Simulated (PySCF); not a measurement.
Coordinates in bohr (charge 0 multiplicity 1):
```
Ge    0.0000    0.0000    0.0000
S     3.7710    0.0000    0.0000
S    -3.7710    0.0000    0.0000
```

Computed with PBE0 in PySCF with Ge def2-TZVP, S def2-TZVP; no relativity; density-fitted integrals.

This geometry of GeS₂ is a stationary point at this level.

Problem. What is the point group?

Solution. D∞h.

Problem. Is it a minimum?

Solution. Yes: all harmonic wavenumbers are real.

Problem. Give the atomic charges and bond orders.

Solution. 
```tsv
atom	Mulliken	Löwdin	polar tensor	Mayer order to Ge1
Ge1	0.56	-0.11	0.89	–
S2,3	-0.28	0.05	-0.45	2.05
```

Problem. Give the ideal-gas entropy at 298.15 K and 1 bar by parts.

Solution. translation 170.3, rotation 69.5, vibration 28.6, spin 0.0; total 268.4 J/(mol K).

Problem. What is the atomisation energy, with and without zero-point energy?

Solution. 827 kJ/mol without, 819 kJ/mol with.
